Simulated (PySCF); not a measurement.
# What the settings do

Molecule: `[SiH3]Cc1cncn1[SiH3]`, C4H10N2Si2; geometry GFN2-xTB.

Geometry:
```json
{"atom": "Si1", "x (Å)": "2.188", "y (Å)": "-0.914", "z (Å)": "0.723"}
{"atom": "C2", "x (Å)": "0.962", "y (Å)": "-0.803", "z (Å)": "-0.739"}
{"atom": "C3", "x (Å)": "0.151", "y (Å)": "0.433", "z (Å)": "-0.651"}
{"atom": "C4", "x (Å)": "0.436", "y (Å)": "1.703", "z (Å)": "-1.060"}
{"atom": "N5", "x (Å)": "-0.585", "y (Å)": "2.547", "z (Å)": "-0.726"}
{"atom": "C6", "x (Å)": "-1.459", "y (Å)": "1.807", "z (Å)": "-0.126"}
{"atom": "N7", "x (Å)": "-1.084", "y (Å)": "0.492", "z (Å)": "-0.036"}
{"atom": "Si8", "x (Å)": "-2.027", "y (Å)": "-0.810", "z (Å)": "0.649"}
{"atom": "H9", "x (Å)": "1.450", "y (Å)": "-0.872", "z (Å)": "1.987"}
{"atom": "H10", "x (Å)": "2.910", "y (Å)": "-2.184", "z (Å)": "0.617"}
{"atom": "H11", "x (Å)": "3.115", "y (Å)": "0.213", "z (Å)": "0.649"}
{"atom": "H12", "x (Å)": "0.311", "y (Å)": "-1.678", "z (Å)": "-0.758"}
{"atom": "H13", "x (Å)": "1.522", "y (Å)": "-0.790", "z (Å)": "-1.675"}
{"atom": "H14", "x (Å)": "1.301", "y (Å)": "2.064", "z (Å)": "-1.580"}
{"atom": "H15", "x (Å)": "-2.391", "y (Å)": "2.158", "z (Å)": "0.268"}
{"atom": "H16", "x (Å)": "-3.227", "y (Å)": "-0.162", "z (Å)": "1.166"}
{"atom": "H17", "x (Å)": "-2.342", "y (Å)": "-1.757", "z (Å)": "-0.423"}
{"atom": "H18", "x (Å)": "-1.238", "y (Å)": "-1.443", "z (Å)": "1.704"}
```

All runs: PySCF 2.14.0 with density-fitted response routines, non-relativistic, gas phase unless a solvent (IEF-PCM) is named; grid level 2, GIAOs and SCF threshold 1e-9 unless changed. The yardstick, PBE0/pcSseg-1, gives these isotropic shieldings σ (ppm, equivalent atoms averaged): Si8 408.0, C6 43.6, N7 93.8, H14 24.57, H15 24.61, H16/H17/H18 26.67, H12/H13 29.29.

Question: What do these inputs give? (1) HF/6-31G; max_cycle 71; scale 1.1; altered: scale 1.1; (2) PBE0/cc-pVDZ-PP; aux cc-pvdz-ri; max_cycle 80

Answer: 
```tsv
run	outcome	functions	wall time	Si8	C6	N7	H14	H15	H16/H17/H18	H12/H13
1	converged	100	6.1 s	498.4	2.9	47.9	22.30	21.78	25.97	27.80
2	refused	–	0.01 s	–	–	–	–	–	–	–
```

Times are on 1 thread of an Arm Neoverse V2, shared host.

Question: Comment on the technical settings and failures.

Answer: 
- Run 1: The functional and orbital basis differ from the yardstick's, which in itself moves the values. All coordinates were scaled by 1.1, as happens with a wrong length unit or a careless edit. The cycle limit changes the path of the SCF (13 cycles), not the solution, provided the same state is reached.
- Run 2: The basis set has no functions for an element of the molecule, so the input is rejected.

Runs 1, 2 were set up unsoundly or failed; their numbers aren't to be quoted as properties of the molecule.
